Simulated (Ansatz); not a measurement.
Total energies of Al₈As₇H₂₂⁻, a nanocrystal cut from wurtzite AlAs (hydrogen-capped) from Ansatz at PBE-D4/def2-TZVP, gas phase (1 Eh = 27.2114 eV = 2625.5 kJ/mol). The reference geometry is relaxed at PBE-D4/def2-SVP.

Cartesian coordinates in Å:
```
As -3.429 2.498 0.683
Al -3.332 1.373 2.977
Al -1.837 1.936 -1.190
As 0.379 1.742 -0.074
As -1.889 -0.509 2.194
Al 0.422 0.375 2.043
Al 2.012 1.070 -1.829
As 4.185 0.786 -0.582
As 2.080 -1.398 1.538
Al 4.336 -0.341 1.708
As -2.361 -0.424 -1.680
Al -2.967 -1.826 0.335
Al -0.873 -1.283 -3.520
As 1.325 -1.253 -2.290
Al 1.884 -2.913 -0.467
H -3.470 4.019 0.844
H -4.823 2.352 0.074
H -2.543 2.434 3.898
H -4.829 0.926 3.363
H -1.913 3.024 -2.365
H 0.765 3.165 0.325
H -1.814 -1.453 3.395
H 0.834 1.298 3.288
H 2.167 2.106 -3.042
H 4.909 2.133 -0.555
H 5.123 0.105 -1.578
H 1.993 -2.306 2.766
H 4.382 0.891 2.746
H 5.551 -1.394 1.652
H -3.707 -0.244 -2.387
H -4.561 -1.662 0.521
H -2.301 -3.279 0.229
H -0.812 -0.164 -4.680
H -1.275 -2.794 -3.894
H 2.332 -1.602 -3.389
H 0.681 -3.951 -0.262
H 3.376 -3.436 -0.793
```

```csv
state,geometry,energy (Eh)
charge -1 singlet,reference,-17600.91157
charge 0 doublet,reference,-17600.73009
charge 0 doublet,relaxed at PBE-D4/def2-SVP,-17600.74245
```

Single mean-field runs in def2-TZVP are fitted with def2-universal-jkfit.

Question: Work out the vertical ionisation energy to the doublet.

Answer: E(charge 0 doublet) − E(charge -1 singlet) = -17600.73009 − (-17600.91157) = 0.18148 Eh = 4.94 eV. For comparison, −ε of the highest occupied level is 3.34 eV at this level, 1.60 eV less.

Question: How much does the charge 0 doublet relax, and what is the adiabatic ionisation energy?

Answer: Relaxation: -17600.73009 − (-17600.74245) = 0.01236 Eh = 0.34 eV. Adiabatic ionisation energy: 0.16912 Eh = 4.60 eV, without zero-point energy. 

At PBE-D4/def2-TZVP the gap within one spin of the charge 0 doublet nearly closes, so an electron or hole may be smeared out by delocalisation error.
